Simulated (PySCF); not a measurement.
## Relaxation of quintet WCl2

All numbers come from PySCF, UPBE0, basis W def2-SVP with ECP60, Cl def2-SVP (scalar-relativistic core potentials, no spin–orbit coupling, density fitting). A (50,194) grid was used.

A start displaced from a saddle point along its imaginary mode, of C2v symmetry, held to at least that symmetry:

Coordinates in bohr (charge 0 multiplicity 5):
```
W     0.1661   -0.0682    0.0000
Cl   -0.4370    0.1795    4.3491
Cl   -0.4370    0.1795   -4.3491
```

At each step, columns x, y, z (Å) and Fx, Fy, Fz (eV/Å):

```
step 0  E − E(last) = 6.13 kJ/mol
W    0.088  -0.036   0.000  -0.008  -0.013   0.000
Cl  -0.231   0.095   2.301   0.004   0.006  -0.505
Cl  -0.231   0.095  -2.301   0.004   0.006   0.505
step 1  E − E(last) = 4.28 kJ/mol
W    0.104  -0.043   0.000   0.112  -0.062   0.000
Cl  -0.239   0.098   2.274  -0.056   0.031  -0.120
Cl  -0.239   0.098  -2.274  -0.056   0.031   0.120
step 2  E − E(last) = 3.29 kJ/mol
W    0.139  -0.057   0.000   0.180  -0.089   0.000
Cl  -0.257   0.106   2.251  -0.090   0.045   0.075
Cl  -0.257   0.106  -2.251  -0.090   0.045  -0.075
step 3  E − E(last) = 0.64 kJ/mol
W    0.262  -0.108   0.000   0.161  -0.062   0.000
Cl  -0.318   0.131   2.196  -0.080   0.031   0.126
Cl  -0.318   0.131  -2.196  -0.080   0.031  -0.126
step 4  E − E(last) = 0.02 kJ/mol
W    0.321  -0.132   0.000   0.025  -0.001   0.000
Cl  -0.348   0.143   2.171  -0.013   0.000   0.004
Cl  -0.348   0.143  -2.171  -0.013   0.000  -0.004
step 5  E − E(last) = 0.01 kJ/mol
W    0.338  -0.139   0.000  -0.019   0.017   0.000
Cl  -0.356   0.146   2.164   0.009  -0.009  -0.027
Cl  -0.356   0.146  -2.164   0.009  -0.009   0.027
step 6  E − E(last) = 0.00 kJ/mol
W    0.334  -0.137   0.000  -0.002   0.010   0.000
Cl  -0.354   0.145   2.165   0.001  -0.005  -0.011
Cl  -0.354   0.145  -2.165   0.001  -0.005   0.011
```

It ends at C2v with W–Cl 2.289 Å (×2); Cl–W–Cl 142.0° (after a last refinement on a finer grid). The frequency run here used a shortcut that can spoil soft modes, so no verdict on minimum or saddle point is given. Other isomers or separated fragments may lie lower.

Open d and f shells are described by one determinant, and the ground state may have another occupation or spin. Spin–orbit coupling, left out here, can matter for elements this heavy.

The relaxation took roughly 25 core-seconds on a shared host.
